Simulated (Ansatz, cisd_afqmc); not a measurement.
Species: GeH3, charge 0, doublet. GeH3 (SMILES [GeH3], doublet).
B3LYP-D3(BJ)/def2-TZVP minimum from Ansatz (a program for electronic structure):
```
Ge
H 1 1.5431
H 1 1.5431 2 110.72
H 1 1.5431 2 110.72 3 -123.21
```
Charge 0, spin multiplicity 2.

Total energies in cc-pVDZ, 7 correlated electrons, 14 frozen orbitals. Open shells are spin-unrestricted; no spin-orbit coupling. Cores are frozen in correlated methods (noble-gas shells, and filled d and f shells in the p block). No relativity. AFQMC/CISD: phaseless, guided by CISD from CCSD amplitudes; bars are statistical, one sigma. Outlying blocks are dropped, and bars are widened where a walk drifts. Over all cases where full CI ran beside it in this data, AFQMC minus full CI had a median of +0.1 mEh and passed +0.4 mEh in a tenth of the cases.

| method | program | energy (Eh) | minus CCSDTQ (mEh) |
|---|---|---|---|
| HF | Ansatz | -2077.03436 | 119.13 |
| MP2 | Ansatz | -2077.12524 | 28.25 |
| CCSD | Ansatz | -2077.15077 | 2.72 |
| CCSD(T) | Ansatz | -2077.15285 | 0.63 |
| CCSDT(Q) | Ansatz | -2077.15348 | 0.01 |
| CCSDTQ | Ansatz | -2077.15349 | 0.00 |
| AFQMC/CISD | cisd_afqmc | -2077.1535 ± 0.0002 | 0.0 ± 0.2 |

Rough core times of Ansatz's runs on a shared machine: CCSD(T) under 20 s, CCSDT(Q) under 20 s, CCSDTQ 50 s.
